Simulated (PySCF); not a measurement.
How methods differ on the excitation energy of Ge²⁺

Ge²⁺ [Ar] 3d10 4s2 (1S) → Ge²⁺ [Ar] 3d10 4s1 4d1 (3D), as a difference of total energies. All numbers are calculated (PySCF 2.14, the spin-free X2C one-electron Hamiltonian (Gaussian nucleus), in aug-cc-pVQZ-DK (8s7p5d3f2g, 93 functions)). Correlated levels: valence: [Ar] 3d10 frozen. The calculations carry no spin-orbit coupling.

| method | excitation energy (cm⁻¹) |
| --- | --- |
| UHF | 151050 |
| MP2 (valence) | 156390 |
| SCS-MP2 (valence) | 158530 |
| CCSD (valence) | 157950 |

A first-order spin-orbit estimate (lowest level to lowest level, LS coupling) adds -0.010 eV.

The promoted electron is Rydberg-like, and one or two diffuse shells describe it only roughly, which tends to raise the upper state.

With two correlated electrons CCSD is exact in that space.
